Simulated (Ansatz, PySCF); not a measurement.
Molecule: SiN, charge 0, multiplicity 2. 
Structure (B3LYP-D3(BJ)/def2-TZVP (Ansatz, a quantum-chemistry and plane-wave program) minimum search):
SMILES: N#[Si]
```xyz
2

Si     0.0000     0.0000    -0.5225
N      0.0000     0.0000     1.0450
```
Charge 0, spin multiplicity 2.

Wanted: vertical ionisation energy (to the triplet state of charge +1; each state is the SCF solution reached for its spin; the UHF <S^2> is 1.17 for the doublet (pure: 0.75); for the triplet the Hartree-Fock reference is unstable and T1 is 0.058; for the doublet T1 is 0.079), in eV. Cores are frozen in the correlated levels unless marked. UHF or UKS for open shells. Spin-orbit coupling is left out. Non-relativistic. 

```tsv
level	program	vertical ionisation energy (eV)
B3LYP/def2-TZVPD	Ansatz	10.38
PBE0/def2-TZVPD	Ansatz	10.31
BHLYP/def2-TZVPD	Ansatz	10.03
CAM-B3LYP/def2-TZVPD	Ansatz	10.33
CCSD/def2-TZVPPD	Ansatz	10.22
CCSD(T)/def2-QZVPPD	Ansatz	10.46
```

For comparison, minus the highest occupied orbital energy (PySCF): 9.27 eV at CAM-B3LYP/def2-TZVPD, 7.96 eV at PW6B95/def2-TZVPD, 7.33 eV at TPSSh/def2-TZVPD.
